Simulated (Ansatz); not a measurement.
One geometry of W2F4, several levels of theory.

```yaml
crystal:
  periodic: [false, false, false]
  atoms:
    - {symbol: W, position_ang: [0.577223, 0.881846, 0.301373]}
    - {symbol: W, position_ang: [-0.577158, -0.882804, -0.301483]}
    - {symbol: F, position_ang: [0.774447, 0.610898, 2.157857]}
    - {symbol: F, position_ang: [-0.774358, -0.610508, -2.157904]}
    - {symbol: F, position_ang: [1.710605, 1.140247, -1.184399]}
    - {symbol: F, position_ang: [-1.710758, -1.139668, 1.184556]}
basis:
  gaussian: {orbitals: def2-TZVPD, initial_orbitals: start.molden}
hamiltonian: {xc: pbe, dispersion: d4}
scf: {omitted_lower_state_checks: [starts]}
output: {orbitals: {seedname: orbitals}}
```

The file start.molden holds the orbitals of an earlier run on this structure, at another level or in another basis.

```sh
$ ansatz run in.yaml --threads 2 --pin off --events-out ev --progress --plain --max-ram 32768MiB --backend cpu
```

Shortened log:

```
Functional definition: PBE
1480 factors; their error is unknown
mean field evaluation 1: about -14520.4523 eV, gradient 1.4e1 eV
mean field evaluation 2: about -14520.8290 eV, gradient 4.3e-1 eV
mean field evaluation 4: about -14520.8185 eV, gradient 1.2e-1 eV
mean field -14520.81847499 eV, -533.6302363915 hartree, gradient 2.7e-5 eV, S^2 0.000000; 0 other end points of the search recorded, 0 dependent functions left out
reference -14520.81853701 eV, -533.6302386707 hartree; 32, 32 occupied and 214, 214 virtual orbitals, 1480 factors
Total energy: -14520.99181647 eV, -533.6366065735 hartree
Checks for a lower state left out: starts
```

It took 3.7 s on 2 threads of AMD EPYC 7R13 on a shared host.

The first input with `gaussian: {orbitals: def2-TZVP, initial_orbitals: start.molden}`, `hamiltonian: {xc: {name: r2SCANh}, dispersion: d4}` (abridged; 8.5 s):

```
Functional definition: r2SCANh
mean field -14523.26375526 eV, -533.7200987841 hartree, gradient 2.5e-5 eV, S^2 0.000000
Total energy: -14523.30439012 eV, -533.7215920877 hartree
Checks for a lower state left out: starts
```

As the first input, with `gaussian: {orbitals: def2-SVP, initial_orbitals: start.molden}`, `correlation: {method: ccsd_t}` and without the key `hamiltonian` (abridged; 7.5 s, on the card):

```
Functional definition: HF
mean field evaluation 16: about -14419.6958 eV, gradient 2.5e1 eV
mean field evaluation 32: about -14425.1618 eV, gradient 3.2e-1 eV
mean field -14427.63185166 eV, -530.2056911484 hartree, gradient 3.8e-6 eV, S^2 0.000000; 1 other end points of the search recorded, 0 dependent functions left out; unrestricted orbitals would lower it
mean field evaluation 64: about -14428.8071 eV, gradient 6.4e0 eV
mean field evaluation 96: about -14427.7174 eV, gradient 7.4e-1 eV
mean field evaluation 128: about -14430.0000 eV, gradient 5.6e-1 eV
determinant -14427.63185166 eV, -530.2056911484 hartree, with singles and doubles -14466.41330116 eV, -531.6308831304 hartree
determinant -14425.16521756 eV, -530.1150440173 hartree, with singles and doubles -14462.17928738 eV, -531.4752859941 hartree
unrestricted determinant -14429.98246161 eV, -530.2920744706 hartree, S^2 2.1570
4 core orbitals not correlated: weight in the atoms' cores, before any rotation towards them, 1.000 or more for the frozen orbitals, at most 0.000 for the correlated occupied ones
second order -41.60885527 eV of doubles, -0.00000000 eV of singles
cycle   1  -38.76636936 eV  change    1.5e-2 eV  update   1.2e-2
cycle   2  -38.76418108 eV  change    2.2e-3 eV  update   7.1e-3
cycle   3  -38.74599384 eV  change    1.8e-2 eV  update   5.6e-3
cycle   4  -38.77272719 eV  change   -2.7e-2 eV  update   2.3e-3
cycle   5  -38.77226951 eV  change    4.6e-4 eV  update   1.5e-3
cycle   6  -38.77288481 eV  change   -6.2e-4 eV  update   4.8e-4
cycle   7  -38.77267638 eV  change    2.1e-4 eV  update   3.1e-4
cycle   8  -38.77248666 eV  change    1.9e-4 eV  update   1.8e-4
cycle   9  -38.77260118 eV  change   -1.1e-4 eV  update   9.8e-5
cycle  10  -38.77251134 eV  change    9.0e-5 eV  update   4.0e-5
cycle  11  -38.77252181 eV  change   -1.0e-5 eV  update   1.8e-5
perturbative correction -1.68161572 eV, -0.0617982378 hartree
WARN: the results are in doubt because among natural orbitals full CI differs from the method by -0.137 eV
Total energy: -14468.08598919 eV, -531.6923532818 hartree
In doubt: among natural orbitals full CI differs from the method by -0.137 eV
Checks for a lower state left out: starts
```

Geometry: r2SCAN-D4/def2-SVP.

In the def2 sets W takes a core potential; there is no spin–orbit coupling. Correlated methods freeze 4 core orbitals; core or outer-core shells of W are correlated, in sets that lack core-valence functions. The restricted singlet is unstable towards broken spin symmetry at other levels; at PBE-D4/def2-TZVPD, r2SCANh-D4/def2-TZVP this wasn't settled. At CCSD(T)/def2-SVP the program marks the result for the charge 0 singlet as doubtful (large difference). At CCSD(T)/def2-SVP T1 of the charge 0 singlet is large (up to 0.053), so the single-reference result is doubtful. At CCSD(T)/def2-SVP the restricted singlet (for correlated methods, its reference) is unstable: a solution with broken spin symmetry lies lower. The order of the spin states hangs on the level: the triplet lies 0.39 eV below the singlet at PBE0-D4/def2-TZVP, but 0.17 eV above it at CCSD(T)/def2-SVP. The structure comes from a short search, and lower isomers may exist.
